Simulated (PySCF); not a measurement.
# From computed data to an observable: dipole moment from atomic charges

Te(GeH3)2 (Ge2H6Te), SMILES [GeH3][Te][GeH3]. Atoms are numbered in the order given.

```xyz
9

Te    -0.0787    -0.0131     1.0462
Ge     0.3989    -1.8273    -0.7363
H      0.6959    -3.1319     0.0264
H     -0.8305    -2.0118    -1.6489
H      1.6155    -1.4230    -1.5938
Ge    -0.4801     1.7885    -0.7675
H     -0.8186     3.0961    -0.0274
H      0.7899     1.9741    -1.6228
H     -1.6532     1.3729    -1.6785
```

The structure is a stationary point at B3LYP-D3(BJ)/def2-SVP. The structure was generated by enumeration, and PubChem lists no compound with its InChIKey, so it may never have been made. The def2 effective core potentials stand for the cores of Te; spin–orbit coupling is left out.

Charges (e) from ωB97X/def2-TZVP in PySCF:

```json
[
 {"atom": "Te1", "ESP fit": "-0.092", "Mulliken": "-0.239"},
 {"atom": "Ge2", "ESP fit": "-0.064", "Mulliken": "0.047"},
 {"atom": "H3", "ESP fit": "0.056", "Mulliken": "0.026"},
 {"atom": "H4", "ESP fit": "0.027", "Mulliken": "0.023"},
 {"atom": "H5", "ESP fit": "0.027", "Mulliken": "0.023"},
 {"atom": "Ge6", "ESP fit": "-0.062", "Mulliken": "0.047"},
 {"atom": "H7", "ESP fit": "0.055", "Mulliken": "0.026"},
 {"atom": "H8", "ESP fit": "0.027", "Mulliken": "0.023"},
 {"atom": "H9", "ESP fit": "0.027", "Mulliken": "0.023"}
]
```

The dipole moment of the full density is 0.85 D.

**Question.** What dipole moment does each set of point charges give, and which comes closer to that of the density?

**Answer.** 
μ = Σ q r, and 1 e Å = 4.8032 D.
ESP fit: Σ q r = (0.003, 0.000, -0.178) e Å, |μ| = 0.86 D.
Mulliken: Σ q r = (0.010, -0.002, -0.471) e Å, |μ| = 2.26 D.
ESP fit comes closer in size. Point charges leave out the atoms' own dipoles (lone pairs, polarised bonds); fits to the potential absorb them, partitions of the density don't.
